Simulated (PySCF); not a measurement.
Computed IR spectrum (relative IR intensity) of a molecule C3H8AlCl. Coordinates come from a B3LYP-D3(BJ)/def2-SVP optimisation. Other conformers were not sampled. These are B3LYP-D3(BJ)/def2-SVP in PySCF values and carry that method's errors. Frequencies are harmonic and unscaled.

ν (cm⁻¹): 327 (vw), 394 (m), 522 (m), 626 (m), 668 (m), 683 (vs), 977 (w), 1039 (vw), 1078 (w), 1183 (vw), 1353 (w), 1468 (vw), 1952 (s), 2995 (vw), 3013 (w), 3019 (w), 3051 (w), 3100 (m), 3103 (w) (against the strongest line: vs over 80 %, s over 45 %, m over 15 %, w over 4 %, vw less)

### Question
Identify the compound among the candidates.
A) CC[CH2][AlH][Cl]
B) C[CH2][Al]([CH3])[Cl]
C) C[CH](C)[AlH][Cl]

### Answer
A, CC[CH2][AlH][Cl]
